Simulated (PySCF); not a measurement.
S⁺ (sulfur, charge +1) across methods

[Ne] 3s2 3p3, high-spin 4S determinant. Calculation: PySCF 2.14, in dyall-av3z; no relativity, point nucleus. The B2PLYP total includes its PT2 part (frozen core); its orbital energies are those of the SCF part.

```csv
method,E (hartree),mean ε 3s α (eV),mean ε 3s β (eV),mean ε 3p α (eV),Σ⟨r²⟩ (bohr²),⟨S²⟩
BLYP,-397.7485,-28.365,-25.400,-17.587,20.68,3.751
B2PLYP,-397.6240,-33.826,-27.787,-20.804,20.66,3.751
PBE,-397.5689,-28.698,-25.262,-17.922,20.64,3.750
BHandHLYP,-397.7522,-33.630,-28.076,-20.721,20.62,3.751
TPSSh,-397.7585,-30.209,-25.742,-18.731,20.56,3.751
UHF,-397.17352,-38.436,-29.055,-23.468,20.74,3.751
PBE0,-397.6037,-31.331,-26.609,-19.492,20.59,3.750
r2SCAN,-397.7158,-29.845,-25.256,-18.475,20.56,3.750
```

Task: Estimate the same row for LDA.

Result: E (hartree) = -396.3561; mean ε 3s α (eV) = -28.587; mean ε 3s β (eV) = -25.520; mean ε 3p α (eV) = -17.894; Σ⟨r²⟩ (bohr²) = 20.68; ⟨S²⟩ = 3.750.
